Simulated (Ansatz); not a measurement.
Basis-set extrapolation for H$_{8}$N$_{2}$SSi$_{2}$ (`N[SiH2]S[SiH2]N`) (PBE0-D4/def2-TZVP geometry, frozen core, Ansatz 0.2.0). Multiplicity 1, RHF reference.

```tsv
	def2-TZVPP	def2-QZVPP
HF	-1089.162884	-1089.198132
MP2 correlation	-0.858620	-0.925381
CCSD(T) correlation	-0.954195	not run
```

Energies in hartree. Use E(X) = E(∞) + A·exp(−7.88·√X) for Hartree–Fock and E(X) = E(∞) + B·X^(−2.97) for correlation, with X = 3 and 4, and add CCSD(T) minus MP2 of the smaller set to the MP2 limit.

Q: What is the CCSD(T) energy at the basis-set limit?

A: HF limit: -1089.198132 + (-0.035248) × 0.13774 = -1089.20299. MP2 limit: -0.925381 + (-0.066761) × 0.74074 = -0.97483. Higher-order term: -0.954195 − (-0.858620) = -0.09557. Total: -1090.27339 hartree, 4.25 eV below CCSD(T)/def2-TZVPP.
